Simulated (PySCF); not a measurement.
In(H)(Me)(Et) (C₃H₉In), SMILES [InH]([CH2]C)[CH3].

Coordinates come from a r2SCAN-D4/def2-SVP optimisation. The structure was generated by enumeration; whether it is a known compound was not checked. The def2 effective core potentials stand for the cores of In; spin–orbit coupling is left out. The values are those of a single conformer.

All values below come from C-PCM-B3LYP/def2-SVP run with PySCF.

The values are the electrostatic part of the solvation free energy, E(continuum) − E(gas) at the gas-phase geometry, in a cavity of scaled van der Waals radii (PySCF's table); cavitation and dispersion terms are not included. A continuum can't describe solvent molecules that bind to the metal. In vacuum the orbital gap is 5.12 eV. The dipole moment in vacuum is 0.71 D.

Problem. Estimate the values in water (ε = 78.36), acetonitrile (ε = 35.69), n-hexane (ε = 1.88). (An estimate is asked for; the answer gives what the named calculation found.)

Solution. 
| solvent | ε | ΔG(elec) (kcal/mol) | dipole (D) | gap (eV) |
|---|---|---|---|---|
| water | 78.36 | -2.9 | 1.02 | 5.38 |
| acetonitrile | 35.69 | -2.8 | 1.02 | 5.37 |
| n-hexane | 1.88 | -1.3 | 0.83 | 5.23 |
